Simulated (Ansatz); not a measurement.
Geometry optimisation, UKS r2SCANh-D4/def2-SVP (Ansatz).

Input:

```yaml
crystal:
  periodic: [false, false, false]
  atoms:
    - { symbol: Ge, position_ang: [0.0, 0.0, 0.0] }
    - { symbol: H, position_ang: [0.0, 0.0, 1.8] }
    - { symbol: F, position_ang: [1.5842, 0.0, -0.5594] }
    - { symbol: F, position_ang: [-0.7913, 1.3709, -0.5594] }
    - { symbol: F, position_ang: [-0.7913, -1.3709, -0.5594] }
    - { symbol: H, position_ang: [0.0, 0.0, 2.76] }
magnetization:
  spin_polarized: true
  initial_magnetization: 1
basis:
  gaussian: { orbitals: def2-SVP }
hamiltonian:
  xc: r2scanh
  dispersion: d4
relax:
  f_tol: 0.15
  max_steps: 25
  restrain:
    - { distance: [1, 5], at: 0.66, k: 30.0 }
    - { distance: [0, 1], at: 2.75, k: 30.0 }
```

Launched with:

```bash
$ ansatz run input.yaml --threads 4 --pin off --max-ram 5120MiB --backend cpu --events-out ev --progress --plain --runs-dir out
```

Task: Where does it end, and by what steps?

Result: The forces met the threshold. The restraints hold the end off the free minimum. After 5 steps the energy has fallen by 0.525 eV (the restraints' own energy left out); H2 moved furthest, 0.73 Å. Joined: H2–H6 (0.96 → 0.72 Å).

```tsv
step	energy less start (eV)	largest force component (eV/Å)	accepted
0	0.0000	2.096	yes
1	-0.0021	3.236	yes
2	0.4029	5.682	yes
3	-0.1295	2.608	yes
4	-0.4679	2.019	yes
5	-0.5253	1.723	yes
```

```xyz
6
Properties=species:S:1:pos:R:3
Ge -0.001 0.000 -0.222
H -0.019 0.000 2.531
F 1.591 0.000 -0.886
F -0.794 1.377 -0.894
F -0.794 -1.377 -0.894
H 0.019 0.000 3.247
```

The run took 18 s on 4 threads of Intel(R) Xeon(R) Platinum 8488C (Sapphire Rapids) (shared host), peak memory 0.32 GiB.
